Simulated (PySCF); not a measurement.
# Ionisation energy of Zn(22+) by level of theory

Zn(22+) [He] 2s2 2p4 (3P) → Zn(23+) [He] 2s2 2p3 (4S), as a difference of total energies. All numbers are calculated (PySCF 2.14, scalar relativity by spin-free X2C-1e, in an uncontracted even-tempered set (20 s from 4.6 bohr⁻², ratio 2.2; 12 p from 6 bohr⁻², ratio 2.2; 6 d from 30 bohr⁻², ratio 2.4; 5 f from 45 bohr⁻², ratio 2.4; 5 g from 68 bohr⁻², ratio 2.4)). Correlated levels: nothing frozen; virtual orbitals above 40 to 60 times the deepest correlated orbital energy dropped. The calculations carry no spin-orbit coupling.

| method | ionisation energy (eV) |
| --- | --- |
| UHF | 2078.2 |
| PBE | 2080.7 |
| PBE0 | 2080.5 |
| r2SCAN | 2081.2 |
| MN15 | 2080.2 |
| MP2 (all electrons) | 2079.8 |
| SCS-MP2 (all electrons) | 2079.9 |

Problem. Estimate what LDA gives.

Solution. 2077.6 eV, closest to UHF among the rows shown.

Problem. Estimate what B2PLYP gives.

Solution. 2080.5 eV, closest to PBE0 among the rows shown.

A first-order spin-orbit estimate (lowest level to lowest level, LS coupling) adds 8.356 eV.

For comparison: 2085 ± 5 eV (semi-empirical (NIST evaluation); NIST Atomic Spectra Database, ionization energies).
